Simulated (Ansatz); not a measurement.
C2H4S, SMILES `C[C]S` (excited triplet; C–C–S–H torsion 93°) (charge 0, multiplicity 3). This triplet is an excited state, 0.83 eV above the relaxed singlet at the level frozen-core CCSD(T)/cc-pVTZ // B3LYP-D3(BJ)/def2-TZVP (Ansatz, a first-principles code).

Method: r2SCAN0/cc-pVTZ // B3LYP-D3(BJ)/def2-TZVP (Ansatz).

Ansatz 0.2 input:
```yaml
crystal:
  periodic: [false, false, false]
  atoms:
    - { symbol: C, position_ang: [-0.873474, -0.065822, 0.033057] }
    - { symbol: C, position_ang: [0.496032, -0.579489, -0.139333] }
    - { symbol: S, position_ang: [1.703028, -0.286611, -1.280304] }
    - { symbol: H, position_ang: [-0.869141, 1.00142, 0.294152] }
    - { symbol: H, position_ang: [-1.464492, -0.174116, -0.885216] }
    - { symbol: H, position_ang: [-1.391025, -0.601121, 0.831647] }
    - { symbol: H, position_ang: [2.399066, 0.705738, -0.663131] }
basis:
  gaussian: { orbitals: cc-pVTZ }
hamiltonian:
  xc: r2scan0
magnetization:
  spin_polarized: true
  initial_magnetization: 2
```

Output:

```
Functional definition: r2SCAN0
870 factors; their error is unknown
mean field evaluation 1: about -12964.4309 eV, gradient 3.3e1 eV
mean field evaluation 2: about -12959.7374 eV, gradient 4.3e1 eV
mean field evaluation 4: about -12970.1961 eV, gradient 3.5e0 eV
mean field evaluation 8: about -12970.2766 eV, gradient 1.2e-1 eV
mean field evaluation 16: about -12970.2832 eV, gradient 3.1e-4 eV
mean field -12970.28317190 eV, -476.6491149938 hartree, gradient 5.7e-5 eV, S^2 2.017575; 0 other end points of the search recorded, 0 dependent functions left out
reference -12970.28318072 eV, -476.6491153178 hartree; 17, 15 occupied and 133, 135 virtual orbitals, 870 factors
Total energy: -12970.28318072 eV, -476.6491153178 hartree
```
